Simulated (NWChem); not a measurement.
System meant: GaCl4 anion; SMILES [Cl][Ga-]([Cl])([Cl])[Cl]

NWChem input:

```
start job
memory heap 200 mb stack 900 mb global 1100 mb
charge -1
geometry units angstroms noautoz
  Ga     0.000000     0.000000     0.000000
  Cl    -1.291982     1.291982    -1.292071
  Cl     1.291982    -1.291982    -1.292071
  Cl     1.291982     1.291982     1.292071
  Cl    -1.291982    -1.291982     1.292071
end
basis spherical
  * library def2-svp
end
dft
  odft
  mult 2
  xc pbe0
  iterations 150
  mulliken
end
task dft energy
```

End of the output:

```
 Summary of "ao basis" -> "" (spherical)
 ------------------------------------------------------------------------------
       Tag                 Description            Shells   Functions and Types
 ---------------- ------------------------------  ------  ---------------------
 *                          def2-svp                  on all atoms

                                 NWChem DFT Module
                                 -----------------

 Summary of "ao basis" -> "ao basis" (spherical)
 ------------------------------------------------------------------------------
       Tag                 Description            Shells   Functions and Types
 ---------------- ------------------------------  ------  ---------------------
 Ga                         def2-svp                12       32   5s4p3d
 Cl                         def2-svp                 8       18   4s3p1d

 Summary of "ao basis" -> "ao basis" (spherical)
 ------------------------------------------------------------------------------
       Tag                 Description            Shells   Functions and Types
 ---------------- ------------------------------  ------  ---------------------
 Ga                         def2-svp                12       32   5s4p3d
 Cl                         def2-svp                 8       18   4s3p1d

      Symmetry analysis of basis
      --------------------------

        a1         21
        a2          5
        b1          8
        b2         20
        e          50

  number of electrons :                  100
  multiplicity        :                    2
 ------------------------------------------------------------------------
  no. of electrons and multiplicity not compatible                 100
 ------------------------------------------------------------------------
 ------------------------------------------------------------------------
  current input line :
    21: task dft energy
 ------------------------------------------------------------------------
 ------------------------------------------------------------------------
 There is an error in the input file
 ------------------------------------------------------------------------
 For more information see the NWChem manual at https://nwchemgit.github.io

0: no. of electrons and multiplicity not compatible:Received an Error in Communication
```

Question: What is wrong, and how is it mended?

Answer: The input was rejected before any calculation. Cause: the multiplicity doesn't fit the number of electrons (an even count wants an odd multiplicity, and the reverse). This input runs:
```
start job
memory heap 200 mb stack 900 mb global 1100 mb
charge -1
geometry units angstroms noautoz
  Ga     0.000000     0.000000     0.000000
  Cl    -1.291982     1.291982    -1.292071
  Cl     1.291982    -1.291982    -1.292071
  Cl     1.291982     1.291982     1.292071
  Cl    -1.291982    -1.291982     1.292071
end
basis spherical
  * library def2-svp
end
dft
  xc pbe0
  iterations 150
  mulliken
end
task dft energy
```
It converges to -3764.31261 Ha (PBE0/def2-SVP).
